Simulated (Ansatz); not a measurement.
BF₂H₃Si (`B[SiH](F)F`). Total charge 0; spin multiplicity 1.

```xyz
7

B    -1.1753   -0.3233    0.0953
Si    0.7533    0.2266   -0.0674
F     1.5203    0.0824    1.3225
F     1.5382   -0.6970   -1.1026
H    -1.7649   -0.7756   -0.8394
H    -1.7796   -0.1468    1.1100
H     0.9079    1.6337   -0.5185
```

(1) What are the harmonic wavenumbers in cm⁻¹ at PBE0-D4/def2-TZVP (Ansatz, finite differences of forces, unscaled)? (Best estimate.)

(2) Is this a minimum?

(3) Give the ideal-gas thermochemistry at 298.15 K and 1 bar (rigid rotor, harmonic oscillator; point group Cs, symmetry number 1).

(4) And at 400, 500, 600, 800 and 1000 K?

## Answers

(1) Computed: 41, 200, 241, 322, 594, 617, 811, 824, 871, 936, 944, 1170, 2225, 2602, 2691.

(2) Yes, all 15 modes are real.

(3) Zero-point energy 90.3 kJ/mol; H(298) − E = 107.9 kJ/mol; entropy 319.8 J/(mol·K), of which translation 163.5, rotation 105.4, vibration 50.9; G(298) − E = 12.5 kJ/mol. Modes under 100 cm⁻¹ are hindered rotations or soft bends, so the harmonic entropy is rough.

(4) 
| T (K) | H − E (kJ/mol) | S (J/mol/K) | G − E (kJ/mol) |
| --- | --- | --- | --- |
| 400 | 117.2 | 346.6 | -21.4 |
| 500 | 127.5 | 369.5 | -57.2 |
| 600 | 138.7 | 389.9 | -95.2 |
| 800 | 163.0 | 424.8 | -176.8 |
| 1000 | 189.2 | 454.0 | -264.8 |
